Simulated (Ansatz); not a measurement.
Ansatz (a program for electronic structure) input (B2PLYP/def2-TZVPD):

Ansatz 0.2 input:
```yaml
crystal:
  periodic: [false, false, false]
  atoms:
    - {symbol: C, position_ang: [2.86990483, -0.07346322, 0.27203066]}
    - {symbol: C, position_ang: [1.62417507, -0.04157529, 0.15395125]}
    - {symbol: B, position_ang: [0.18416922, -0.00471433, 0.01745691]}
    - {symbol: Cl, position_ang: [-0.77667915, 1.52718372, -0.12967103]}
    - {symbol: Cl, position_ang: [-0.86363412, -1.48519533, -0.02580991]}
basis:
  gaussian:
    orbitals: def2-TZVPD
hamiltonian:
  xc: {name: B2PLYP}
total_charge: -1
magnetization: {spin_polarized: false}
correlation: {electrons: outside_noble_gas}
```

End of the output:

```
integrals: 0.30 GiB planned
1235 factors; integrals over basis functions are off by at most 1.1e-3 eV
0.33 GiB of the device are held for the grids
1.15 GiB of device memory are held for the factors and their scratch space
mean field: 1.16 GiB planned
mean field evaluation 1: about -27777.7182 eV, gradient 3.8e1 eV
mean field evaluation 2: about -27777.8326 eV, gradient 3.8e1 eV
mean field evaluation 4: about -27781.9884 eV, gradient 7.0e0 eV
mean field evaluation 8: about -27782.1323 eV, gradient 4.4e-1 eV
mean field evaluation 16: about -27782.1334 eV, gradient 3.7e-4 eV
mean field -27782.13341382 eV, -1020.9745715514 hartree, gradient 8.4e-6 eV, S^2 0.000000; 0 other end points of the search recorded, 0 dependent functions left out
13 core orbitals not correlated
reference -27782.13358134 eV, -1020.9745777076 hartree; 13, 13 occupied and 177, 177 virtual orbitals, 1235 factors
second order -25.88676365 eV of doubles, -0.00000000 eV of singles
Total energy: -27789.12300752 eV, -1021.2314343823 hartree
```

It need not be the lowest isomer of its formula. Whether it binds its extra electron was not tested at this geometry.
